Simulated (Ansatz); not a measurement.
Start from `COB(Cl)Cl` and change one atom or group to get `ClB(Cl)[SeH]`.

Ansatz, PBE0-D4/def2-TZVP geometries, multiplicity 1. Each molecule was computed in one conformer, which needn't be the lowest.

Scalar relativity is left out up to krypton.

```json
{"property": "HOMO energy (PBE/def2-TZVPP) / eV", "`COB(Cl)Cl`": "-7.45"}
{"property": "LUMO energy (PBE0/def2-TZVPP) / eV", "`COB(Cl)Cl`": "-0.22"}
{"property": "HOMO energy (B3LYP/def2-TZVPP) / eV", "`COB(Cl)Cl`": "-8.60"}
{"property": "LUMO energy (B3LYP/def2-TZVPP) / eV", "`COB(Cl)Cl`": "-0.42"}
{"property": "HOMO–LUMO gap (ωB97M-V/def2-TZVPP) / eV", "`COB(Cl)Cl`": "13.05"}
{"property": "LUMO energy (PBE/def2-TZVPP) / eV", "`COB(Cl)Cl`": "-1.21"}
```

Problem. Give the same properties after the change, and the shifts. (Estimate.)

Solution. Computed: 
```csv
property,`ClB(Cl)[SeH]`,shift
HOMO energy (PBE/def2-TZVPP) / eV,-6.69,0.76
LUMO energy (PBE0/def2-TZVPP) / eV,-1.44,-1.22
HOMO energy (B3LYP/def2-TZVPP) / eV,-7.57,1.03
LUMO energy (B3LYP/def2-TZVPP) / eV,-1.59,-1.17
HOMO–LUMO gap (ωB97M-V/def2-TZVPP) / eV,10.55,-2.50
LUMO energy (PBE/def2-TZVPP) / eV,-2.31,-1.10
```

With PBE0 the HOMO rises by 1.08 eV and the LUMO falls by 1.22 eV, so the gap narrows by about 2.30 eV. PBE moves the HOMO by 0.76 eV and ωB97M-V by 1.23 eV.

B3LYP here is the variant with VWN-RPA as its local correlation; programs differ in this.

Spin–orbit coupling is left out; it splits and shifts lone-pair levels of the heavy atoms by tenths of an eV.
